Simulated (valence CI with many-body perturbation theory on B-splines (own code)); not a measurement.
The numbers below are computed, except where a source is named.
# Ag XV: magnetic and hyperfine properties of the levels

Level of theory: configuration interaction combined with many-body perturbation theory (CI+MBPT): five valence electrons over a frozen Dirac-Fock core [Ar] 3d10, a basis of 9 s, 9 p, 8 d, 6 f, 3 g, 1 h functions for each j, with the one-electron correlation potential Σ1 (screened to all orders), the two-electron term Σ2, the three-electron term Σ3, Breit, model QED; selected single and double excitations, second order for the rest (own B-spline code, finite nucleus).

No measured levels were compared; by estimate levels hold to about 250 cm⁻¹ or 0.2 % of their energy and the worst to 1 %, as in measured heavy ions of charge 2 to 7; those with d or f electrons hold less well. Among the levels kept, up to 340 cm⁻¹ of a level comes from second order outside the variational space, and about a tenth of that is noise between levels of different J, which matters for small intervals.

A/g_I is the dipole constant over the nuclear g factor μ/I (μ in nuclear magnetons, uniformly magnetised nucleus), B/Q the quadrupole constant per barn. Both hold the static response of the core; the bare values leave it out. Large factors of s and p1/2 electrons are usually good to 5 to 10 %; those of open d and f shells near neutrality can be off by tens of per cent, and small factors of p3/2, d and f electrons come from cancelling terms and can be off by a factor of two or in sign, in half-filled shells by more. B is blank for J = 1/2, where it vanishes, and for nearly pure S terms. Energies count from the lowest level.

Names give the largest LS component (configuration and term), which can be under half, so a name can repeat, a term be missing and a line seem to break the LS rules; names also repeat where a configuration has a term twice. Letters in brackets count levels of one name in rising energy.

| Level | E (eV) | g | A/g_I (MHz) | A/g_I bare | B/Q (MHz/b) | B/Q bare |
| --- | --- | --- | --- | --- | --- | --- |
| 4s²4p³ ⁴S°_3/2 | 0.000 | 1.686 | 4400 | 3920 | 5890 | 5500 |
| 4s²4p³ ²D°_3/2 | 5.608 | 1.198 | 2560 | 2390 | 8990 | 8410 |
| 4s²4p³ ²D°_5/2 | 7.625 | 1.199 | 14100 | 13300 | -77.8 | -68.5 |
| 4s²4p³ ²P°_1/2 | 10.789 | 0.664 | 42000 | 39800 |  |  |
| 4s²4p³ ²P°_3/2 | 15.787 | 1.250 | 7530 | 7050 | -14900 | -13900 |
| 4s4p⁴ ⁴P_5/2 | 40.580 | 1.564 | 33300 | 31400 | 9800 | 9170 |
| 4s4p⁴ ⁴P_3/2 | 44.528 | 1.635 | 17900 | 16900 | -10200 | -9600 |
| 4s4p⁴ ⁴P_1/2 | 45.231 | 2.555 | 88600 | 83600 |  |  |
| 4s4p⁴ ²D_3/2 | 50.135 | 0.966 | -2410 | -2260 | -14400 | -13500 |
| 4s4p⁴ ²D_5/2 | 51.830 | 1.235 | 38300 | 36100 | -22900 | -21400 |
| 4s4p⁴ ²S_1/2 | 56.453 | 1.531 | 45700 | 43200 |  |  |
| 4s4p⁴ ²P_3/2 | 57.477 | 1.253 | 2040 | 1880 | 6060 | 5670 |
| 4s²4p²4d ⁴F_3/2 | 61.508 | 0.582 | 3510 | 3500 | 2020 | 1840 |
| 4s²4p²4d ⁴F_5/2 | 63.305 | 1.136 | 1190 | 1190 | 5440 | 5030 |
| 4s4p⁴ ²P_1/2 | 63.548 | 1.165 | 81700 | 77400 |  |  |
| 4s²4p²4d ²F_5/2 [a] | 65.853 | 0.947 | 10900 | 10300 | -4780 | -4490 |
| 4s²4p²4d ⁴F_7/2 | 66.564 | 1.246 | 2530 | 2390 | 5310 | 4890 |
| 4s²4p²4d ⁴D_1/2 | 67.014 | 0.129 | 21100 | 20200 |  |  |
| 4s²4p²4d ⁴D_3/2 | 67.181 | 1.071 | 7740 | 7340 | -6870 | -6420 |
| 4s²4p²4d ²F_7/2 [a] | 67.365 | 1.232 | 5760 | 5440 | 7690 | 7170 |
| 4s²4p²4d ⁴F_9/2 | 68.661 | 1.275 | 6650 | 6260 | -1370 | -1360 |
| 4s²4p²4d ⁴D_5/2 | 69.430 | 1.193 | 6690 | 6360 | -6060 | -5680 |
| 4s²4p²4d ²P_3/2 [a] | 71.235 | 1.253 | -4050 | -3830 | 160 | 126 |
| 4s²4p²4d ²G_7/2 | 72.709 | 1.090 | 7280 | 6890 | 12200 | 11300 |
| 4s²4p²4d ⁴P_5/2 | 74.211 | 1.496 | 2190 | 2030 | -72.2 | -61.7 |
| 4s²4p²4d ²F_7/2 [b] | 74.845 | 1.137 | 4800 | 4550 | 8270 | 7690 |
| 4s²4p²4d ⁴P_3/2 | 74.854 | 1.429 | 4430 | 4180 | -2990 | -2790 |
| 4s²4p²4d ⁴P_1/2 | 74.958 | 1.814 | 23000 | 21700 |  |  |
| 4s²4p²4d ²G_9/2 | 76.156 | 1.169 | 4900 | 4660 | 19800 | 18500 |
| 4s²4p²4d ²D_3/2 [a] | 76.583 | 0.985 | 7640 | 7270 | 5730 | 5340 |
| 4s²4p²4d ²P_1/2 [a] | 77.250 | 1.299 | -3920 | -3960 |  |  |
| 4s²4p²4d ²D_5/2 [a] | 78.685 | 1.161 | 3990 | 3780 | 5080 | 4720 |
| 4s²4p²4d ²D_3/2 [b] | 80.389 | 0.989 | 6110 | 5770 | -3950 | -3680 |
| 4s²4p²4d ²P_1/2 [b] | 80.442 | 0.948 | -9350 | -8750 |  |  |
| 4s²4p²4d ²F_5/2 [b] | 81.457 | 1.094 | 4480 | 4270 | 708 | 634 |
| 4s²4p²4d ²D_5/2 [b] | 82.329 | 1.188 | 3460 | 3330 | 16400 | 15300 |
| 4s²4p²4d ²F_7/2 [c] | 84.228 | 1.133 | 6550 | 6180 | -2430 | -2300 |
| 4s²4p²4d ²S_1/2 | 84.431 | 1.892 | 22200 | 21200 |  |  |
| 4s²4p²4d ²P_3/2 [b] | 84.657 | 1.243 | 3230 | 3090 | -3600 | -3360 |
| 4s²4p²4d ²D_3/2 [c] | 87.929 | 0.854 | 3980 | 3880 | 4540 | 4220 |

Question: Take the isotope of mass number 107, with I = 1/2, μ = -0.11352 μN. What is the hyperfine structure of 4s4p⁴ ⁴P_3/2?

Answer: From the table A = -4070 MHz. Shifts from the centre of gravity in MHz: F = 1: 5090, F = 2: -3050.
